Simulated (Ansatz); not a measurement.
I$_{4}$Sn, SMILES `[I][Sn]([I])([I])[I]` from Hartree–Fock to CCSD(T)

```csv
atom,x (Å),y (Å),z (Å)
I1,-2.1268,1.3795,0.8176
Sn2,0.0000,0.0000,0.0000
I3,2.1854,0.9489,1.1911
I4,-0.3113,-2.5688,0.6320
I5,0.2527,0.2403,-2.6407
```

The species carries charge 0 and has multiplicity 1. Correlated methods include outer-core shells of I, Sn, which these sets cover unevenly. I, Sn: def2 effective core potential. The structure was optimised at the PBE0-D4/def2-TZVP level. Frozen core, restricted reference, the Gaussian-basis code of Ansatz.

```
     basis      HF (Eh)  MP2 corr.  CCSD corr.       (T)  CCSD(T) total
  def2-SVP            ?   -0.57065    -0.59608         ?              ?
def2-TZVPP  -1400.19926   -2.28966           ?  -0.05301              ?
def2-QZVPP            ?   -3.19264           –         –              –
```

Q: Fill in the withheld values. (Best estimate.)

A: Ansatz gave: def2-SVP HF (Eh): -1400.14997; def2-SVP (T): -0.01683; def2-SVP CCSD(T) total: -1400.76288; def2-TZVPP CCSD corr.: -2.15390; def2-TZVPP CCSD(T) total: -1402.40617; def2-QZVPP HF (Eh): -1400.20708.
